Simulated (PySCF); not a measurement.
Excitations are Tamm–Dancoff values on a coarser integration grid. The basis has no diffuse functions, so Rydberg states are missing or too high.

Z-matrix (Å, degrees):
```
C
C 1 1.4214
C 2 1.3854 1 119.41
H 2 1.0992 3 121.20 1 -179.97
H 3 1.1006 2 120.55 4 0.00
C 3 1.4343 5 118.86 2 179.99
N 6 1.3488 3 121.04 5 -179.99
C 7 1.3581 6 118.90 3 0.03
C 8 1.4312 7 117.17 6 179.94
C 9 1.3853 8 120.91 7 -179.95
H 9 1.1002 10 122.44 8 -179.99
H 10 1.1004 9 120.35 11 -0.01
C 10 1.4170 12 119.96 9 -179.99
H 13 1.1013 10 119.00 12 -0.01
C 13 1.4073 14 118.17 10 -179.99
B 15 1.5424 13 118.08 14 0.07
H 16 1.2160 15 123.04 13 179.91
H 16 1.2172 17 118.34 4 -179.80
B 6 1.5583 7 117.51 8 -179.93
H 19 1.2129 6 119.91 7 -0.18
H 19 1.2181 20 120.45 6 179.98
```
Charge 0, spin multiplicity 1.

**Question.** Give the HOMO–LUMO gap, HOMO, T1 excitation (TDA), S1 excitation (TDA), LUMO, brightest of the four lowest singlets (TDA), S1–T1 gap (TDA) and total energy at the level PBE-D3(BJ)/def2-TZVP // PBE-D3(BJ)/def2-SVP (PySCF 2.14.0).

**Answer.** 
```json
{
  "HOMO–LUMO gap": "2.34 eV",
  "HOMO": "-6.01 eV",
  "T1 excitation (TDA)": "2.17 eV",
  "S1 excitation (TDA)": "2.46 eV",
  "LUMO": "-3.67 eV",
  "brightest of the four lowest singlets (TDA)": "3.81 eV",
  "S1–T1 gap (TDA)": "0.29 eV",
  "total_energy": "-12309.53 eV"
}
```
